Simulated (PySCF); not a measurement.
# Circular dichroism: SMILES FC(C(=C=CC#N)C#N)(F)F, C$_{6}$HF$_{3}$N$_{2}$

Cartesian coordinates in Å; atom numbers follow the order of the lines, from 1:
```xyz
12

N     3.3186    1.3698    1.5034
C     2.6758    0.6424    0.8713
C     1.9098   -0.2750    0.0904
C     0.6408   -0.0966   -0.1834
C    -0.6347    0.0544   -0.4609
C    -1.0723    0.7412   -1.6367
N    -1.4437    1.2937   -2.5842
C    -1.7078   -0.5117    0.4599
F    -2.5418    0.4480    0.8382
F    -2.4085   -1.4447   -0.1753
F    -1.1615   -1.0543    1.5388
H     2.4217   -1.1695   -0.2901
```

The calculation used TDDFT CAM-B3LYP/aug-cc-pVDZ circular dichroism and optical rotation, one conformer, IEF-PCM methanol (non-equilibrium linear response, no local-field factor) in PySCF. Geometry: PBE0-D3(BJ)/def2-SVP.

No stereocentre is labelled: unless the shape is locked (an allene, a helicene, a hindered biaryl), the mirror image is equally populated and a measured rotation or CD is zero.

Question: Which excitations and rotatory strengths does the calculation give?

Answer: Rotatory strengths R in 10⁻⁴⁰ esu² cm², velocity form and length form (origin at the centre of mass); f in length form.
```
state  E (eV)  λ (nm)       f  R (velocity)  R (length)                                    main
    1    5.23     237  0.0007          -2.5        -2.6      HOMO→LUMO+1 0.72, HOMO−1→LUMO 0.21
    2    5.45     227   6e-05          -1.0        -0.9      HOMO−1→LUMO 0.72, HOMO→LUMO+1 0.21
    3    6.21     200   1.070         +59.1       +59.7      HOMO→LUMO 0.68, HOMO−1→LUMO+1 0.22
    4    6.39     194   0.081         -21.8       -22.1      HOMO−1→LUMO+1 0.65, HOMO→LUMO 0.22
    5    6.51     190  0.0007          +3.2        +3.2                        HOMO−2→LUMO 0.82
    6    6.79     183   6e-05          +0.9        +0.8  HOMO−3→LUMO+1 0.71, HOMO−2→LUMO+1 0.13
    7    7.20     172  0.0002          +0.4        +0.3  HOMO−1→LUMO+4 0.41, HOMO−1→LUMO+5 0.27
    8    7.31     170  0.0008          +0.2        +0.2      HOMO→LUMO+7 0.52, HOMO→LUMO+2 0.14
    9    7.80     159   0.119         +11.6       +11.4    HOMO−2→LUMO+1 0.55, HOMO−5→LUMO 0.12
   10    7.83     158   0.223         +25.0       +25.6    HOMO−3→LUMO 0.54, HOMO−6→LUMO+1 0.10
   11    8.10     153   0.002         -12.9       -13.0                        HOMO→LUMO+2 0.68
   12    8.16     152   0.001          +5.0        +4.8  HOMO−1→LUMO+2 0.71, HOMO−1→LUMO+3 0.08
```

Among the states computed, the strongest CD band (largest |R|) is state 3. The largest dissymmetry factor in size, g = 4R/(D+G), with D and G the electric and magnetic dipole strengths, is +0.16 for state 6 (velocity form, f = 6e-05), among bands with |R| over 0.5. The mirror image has the same energies and oscillator strengths and all R with the opposite sign.
